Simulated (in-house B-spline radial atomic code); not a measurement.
Configurations of neutral terbium, with energies counted from [Xe] 4f9 6s2. Level of theory: scalar-relativistic (X2C) r2SCAN, spin-polarised, spherical fractional occupations, Fermi nucleus of rms radius 5.06 fm; calculated with a B-spline radial code for spherical atoms. Shells without spins written out take the highest spin.

Occupations are held fixed; configurations that lie above the ionisation limit could autoionise.

```json
{"configuration": "[Xe] 4f(3 up, 6 down) 6s2", "E - E(ref) (eV)": "3.8921", "highest orbital": "4f up", "its <r> (bohr)": "0.9445"}
{"configuration": "[Xe] 4f9 6s1 7d1", "E - E(ref) (eV)": "4.7433", "highest orbital": "7d up", "its <r> (bohr)": "22.58"}
{"configuration": "[Xe] 4f9 6s1 7f1", "E - E(ref) (eV)": "5.1575", "highest orbital": "7f up", "its <r> (bohr)": "45.67"}
{"configuration": "[Xe] 4f(2 up, 7 down) 6s(1 up, 0 down) 7f(1 up, 0 down)", "E - E(ref) (eV)": "5.4593", "highest orbital": "7f up", "its <r> (bohr)": "45.47"}
{"configuration": "[Xe] 4f(5 up, 4 down) 6s2", "E - E(ref) (eV)": "5.8448", "highest orbital": "4f down", "its <r> (bohr)": "0.9171"}
{"configuration": "[Kr] 4d10 4f(7 up, 2 down) 5s2 5p(3 up, 2 down) 5d(1 up, 0 down) 6s2", "E - E(ref) (eV)": "23.278", "highest orbital": "4f down", "its <r> (bohr)": "0.9226"}
{"configuration": "[Kr] 4d9 4f9 5s2 5p6 6s2 7s1", "E - E(ref) (eV)": "151.4", "highest orbital": "7s up", "its <r> (bohr)": "9.237"}
{"configuration": "[Kr] 4d9 4f9 5s2 5p6 6s2 6f1", "E - E(ref) (eV)": "153.12", "highest orbital": "6f up", "its <r> (bohr)": "29.83"}
```

(1) Order these further configurations by energy, lowest first.
A. [Xe] 4f(2 up, 6 down) 6s2 7s(1 up, 0 down)
B. [Kr] 4d9 4f10 5s2 5p6 6s2
C. [Xe] 4f9 6s1 7s1
D. [Xe] 4f8 6s2 7p1
E. [Xe] 4f9 6s1 6d1

(2) How far above the reference does [Kr] 4d10 4f9 5s2 5p5 6s2 6p1 lie?

(3) How far above the reference does [Xe] 4f(6 up, 3 down) 6s(0 up, 1 down) 7d(0 up, 1 down) lie?

(4) How far above the reference does [Xe] 4f9 6s1 6f1 lie?

Answers

(1) C (3.4569 eV), E (4.1889 eV), D (4.8995 eV), A (9.5743 eV), B (146.1 eV).

(2) 25.166 eV; its least bound orbital is 6p up with <r> = 4.882 bohr.

(3) 8.8844 eV; its least bound orbital is 7d down with <r> = 22.77 bohr.

(4) 4.9839 eV; its least bound orbital is 6f up with <r> = 30.17 bohr.
